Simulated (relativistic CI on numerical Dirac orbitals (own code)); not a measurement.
# What each ingredient does to the levels of Lu³⁵⁺

Base calculation: Dirac-Coulomb-Breit CI, orbitals from a KLI potential per configuration, QED by a radiative potential, unscaled Slater integrals.

CI space (outside the closed core [Ar] 3d10): 4s²4p⁶, 4s²4p⁵4d, 4s4p⁶4d, 4s²4p⁵4f, 4s4p⁶4f, 4s²4p⁵5s, 4p⁶4d4f, 4p⁶4d², 4p⁵4d³, 4p⁵4d²4f, 4p⁵4d²5s, 4p⁶4f², 4p⁵4d4f², 4p⁵4f³, 4p⁵4f²5s. Double excitations out of closed p, d and f shells are left out; levels of such configurations are missing from the list, as are those of other unlisted configurations, and high levels can miss mixing partners.

The lowest level and the first level of each name with at least 55 % of one term (blank where a level has no safe partner in the second run):

| Level | Base (eV) | Shift (eV) |
| --- | --- | --- |
| 4s²4p⁶ ¹S0 | 0.000 | 0.000 |
| 4s²4p⁵4d ³P°0 | 138.003 | +0.183 |
| 4s²4p⁵4d ³P°1 | 142.115 | +0.183 |
| 4s²4p⁵4d ³F°3 | 145.173 | +0.185 |
| 4s²4p⁵4d ³F°4 | 156.996 | +0.185 |
| 4s²4p⁵4d ³D°3 | 164.750 | +0.184 |
| 4s²4p⁵4d ³F°2 | 216.590 | +0.186 |
| 4s²4p⁵4d ¹P°1 | 239.228 | +0.183 |
| 4s4p⁶4d ³D1 | 311.886 | +0.826 |
| 4s4p⁶4d ³D2 | 316.786 | +0.758 |
| 4s4p⁶4d ³D3 | 328.087 | +0.932 |
| 4s²4p⁵4f ³G4 | 337.179 | +2.078 |
| 4s²4p⁵4f ³G5 | 338.536 | +2.078 |
| 4s²4p⁵4f ³D1 | 342.186 | +1.515 |
| 4s²4p⁵4f ³F4 | 345.100 | +2.078 |
| 4s²4p⁵4f ³G3 | 410.102 | +2.077 |
| 4s4p⁶4f ³F°2 | 515.199 | +2.152 |
| 4s4p⁶4f ³F°3 | 516.156 | +2.153 |
| 4s4p⁶4f ³F°4 | 518.685 | +2.153 |
| 4s4p⁶4f ¹F°3 | 522.889 | +2.155 |
| 4s²4p⁵5s ³P°2 | 592.192 | +1.664 |
| 4s²4p⁵5s ¹P°1 | 593.960 | +1.664 |

At this charge energies of transitions that change n are usually good to better than 1 %, and those within a shell (Δn = 0) to a few per cent.

Problem. One thing was changed in a second run, which moved the levels as shown. Which?
A. P86 correlation estimate
B. Breit term removed
C. QED terms removed
D. configuration mixing switched off

Solution. A. P86 correlation estimate. A correlation estimate moves all levels of a configuration together before mixing; mixed levels move by a weighted share.

LS names give the leading component of a level, which can be under half, so a name can repeat, a term be missing and a line seem to break the LS rules.
